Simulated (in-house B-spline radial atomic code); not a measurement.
# V VII (V6+): [Ne] 3s2 (3p1/2)2 (3p3/2)2 5s1 (an excited or competing configuration)

Level of theory: Dirac-Hartree-Fock, average of the jj configuration, Fermi nucleus of rms radius 3.6002 fm; calculated with a B-spline radial code for spherical atoms.

Effective charges: Z_r = [3n² - l(l+1)]/(2<r>) from the radius, Z_e = n√(-2ε) from the energy, and Slater's rules. Values are occupation-weighted means over j.

| shell | electrons | ε (eV) | <r> (bohr) | Z_r | Z_e | Slater |
| --- | --- | --- | --- | --- | --- | --- |
| 1s | 2 | -5656.4 | 0.06638 | 22.60 | 20.39 | 22.70 |
| 2s | 2 | -789.71 | 0.3048 | 19.69 | 15.24 | 18.85 |
| 2p | 6 | -678.04 | 0.2721 | 18.37 | 14.12 | 18.85 |
| 3s | 2 | -198.03 | 0.8736 | 15.45 | 11.45 | 12.45 |
| 3p | 4 | -166.71 | 0.898 | 13.92 | 10.50 | 12.45 |
| 5s | 1 | -40.998 | 3.519 | 10.66 | 8.68 | 7.00 |

The least bound orbital is 5s1/2 at -41 eV, and it is also the most diffuse (<r> = 3.519 bohr).

For the 1s electron the small component carries 0.681 % of the norm, the zero-frequency Breit interaction raises the level by 5.664 eV, self-energy by 2.704 eV, and vacuum polarisation lowers it by 0.2153 eV.
